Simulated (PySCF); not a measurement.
# State search for InF⁺

Unrestricted PBE0; PySCF, scalar-relativistic core potentials, basis sets In def2-SVP with ECP28, F def2-SVP. Outer shells of the fragments: In+ 4d10 5s2; F 2s2 2p5.

Followed along the bond (rough minima from three points):

```tsv
2Ms+1	unpaired	⟨S²⟩ at the start	R at minimum (Å)	Te (eV)
2	σ ↑	0.76	1.97	0.00
2	π ↑	0.75	none in the scan	≤ 1.24
4	σ ↑, π ↑↑	3.75	none in the scan	≤ 6.05
```

Solutions found at the starting distance of 2.105 Å, counted from the lowest of them; the search is not exhaustive and high or unbound solutions are not listed, so other states can lie among these:

| 2Ms+1 | unpaired | term | E (eV) | ⟨S²⟩ | ⟨Lz²⟩ | μ (D) |
| --- | --- | --- | --- | --- | --- | --- |
| 2 | σ ↑ | ²Σ⁺ | 0.00 | 0.76 | 0.00 | -3.64 |
| 2 | π ↑ | ²Π | 1.58 | 0.75 | 1.00 | 0.67 |
| 2 | π ↑ | mixed | 5.54 | 1.09 | 1.00 | -3.34 |
| 4 | σ ↑, π ↑↑ | mixed | 6.18 | 3.75 | 2.01 | 0.45 |
| 4 | σ ↑, π ↑↑ | mixed | 6.27 | 3.75 | 2.00 | 0.48 |
| 4 | σ ↑↑, π ↑ | ⁴Π | 7.16 | 3.75 | 1.00 | 0.01 |
| 4 | σ ↑↑, π ↑ | ⁴Π | 7.70 | 3.75 | 1.00 | 0.91 |

A term symbol is given only where ⟨S²⟩ and ⟨Lz²⟩ are close to those of a pure state; real π, δ and φ orbitals otherwise mix terms. A positive dipole points towards F; it is taken about the centre of mass and depends on that origin.

Spin–orbit coupling is left out. Counting both spins, an empty level lies below a filled one in some of these solutions, because spin and occupation are held.
